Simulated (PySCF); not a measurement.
From one molecule to another.

First species: C9H10O.
Atom-mapped SMILES: `[CH2:1]=[CH:2][CH2:3][O:4][c:5]1[cH:6][cH:7][cH:8][cH:9][cH:10]1` (hydrogens: H11, H12 on C1; H13 on C2; H14, H15 on C3; H16 on C6; H17 on C7; H18 on C8; H19 on C9; H20 on C10)

Second species: C₅H₁₂N (charge +1).
Atom-mapped SMILES: `[CH3:1][NH+:2]1[CH2:3][CH2:4][CH2:5][CH2:6]1` (hydrogens: H7, H8, H9 on C1; H10 on N2; H11, H12 on C3; H13, H14 on C4; H15, H16 on C5; H17, H18 on C6)

Cartesian coordinates in Å at the PBE0-D3(BJ)/def2-SVP level; atoms count from 1:
```xyz
18
C5H12N angstrom
C      2.1446    0.2972   -0.1889
N      0.7469    0.0229    0.2104
C     -0.2318    1.1186   -0.0974
C     -1.5979    0.4632    0.0784
C     -1.3555   -1.0541   -0.1003
C      0.1286   -1.1929   -0.4147
H      2.4981    1.1998    0.3250
H      2.1773    0.4516   -1.2749
H      2.7745   -0.5587    0.0836
H      0.7306   -0.1202    1.2279
H     -0.0329    1.9795    0.5547
H     -0.0372    1.4162   -1.1379
H     -2.3090    0.8663   -0.6544
H     -2.0138    0.6812    1.0721
H     -1.6125   -1.6042    0.8162
H     -1.9603   -1.4890   -0.9066
H      0.3410   -1.1231   -1.4916
H      0.6138   -2.0954   -0.0198
```

Levels: CAM-B3LYP/def2-SVPD for HOMO energy, LUMO energy, HOMO–LUMO gap and static isotropic polarisability; TDDFT CAM-B3LYP/def2-SVPD for lowest singlet excitation; TDA CAM-B3LYP/def2-SVPD for lowest triplet excitation (Tamm–Dancoff); ΔSCF CAM-B3LYP/def2-SVPD for vertical ionisation energy. Geometries: PBE0-D3(BJ)/def2-SVP. Each structure is a single optimised conformer of the isolated species, non-relativistic unless stated. Electronic properties by PySCF.

The conformers computed, where there is a choice (atom-mapped SMILES and torsion angles):
- `[CH2:1]=[CH:2][CH2:3][O:4][c:5]1[cH:6][cH:7][cH:8][cH:9][cH:10]1`: C1–C2–C3–O4 128°, C2–C3–O4–C5 79°, C3–O4–C5–C6 2°

The conformers of `C[NH+]1CCCC1` aren't listed.

```tsv
property	column X	column Y
HOMO energy	-15.28 eV	-7.64 eV
LUMO energy	-3.46 eV	0.75 eV
HOMO–LUMO gap	11.82 eV	8.39 eV
lowest singlet excitation	8.78 eV	5.16 eV
lowest triplet excitation (Tamm–Dancoff)	8.58 eV	4.00 eV
static isotropic polarisability	60.1 au	111.1 au
vertical ionisation energy	16.30 eV	8.24 eV
```

Problem. Which column belongs to which species?

Solution. Column X is the second species and column Y the first. The first has 20 atoms and 72 electrons, the second 18 and 48; their charges are 0 and +1, their HOMO energies -7.64 eV and -15.28 eV.

Problem. How does each property change from the first species to the second?

Solution. HOMO energy -7.64 eV; LUMO energy -4.21 eV; HOMO–LUMO gap +3.43 eV; lowest singlet excitation +3.62 eV; lowest triplet excitation (Tamm–Dancoff) +4.58 eV; static isotropic polarisability -51.0 au; vertical ionisation energy +8.06 eV.

On the first: The principal polarisabilities are 76.0, 104.4 and 152.9 au; their mean is the isotropic value. The polarisability is 16.46 Å³ as a volume (1 au = 0.148185 Å³), or 1.54 au for each of the 72 electrons.

On the second: The ΔSCF ionisation energy exceeds −ε(HOMO) by 1.02 eV with CAM-B3LYP. The principal polarisabilities are 52.7, 60.5 and 67.0 au; their mean is the isotropic value.
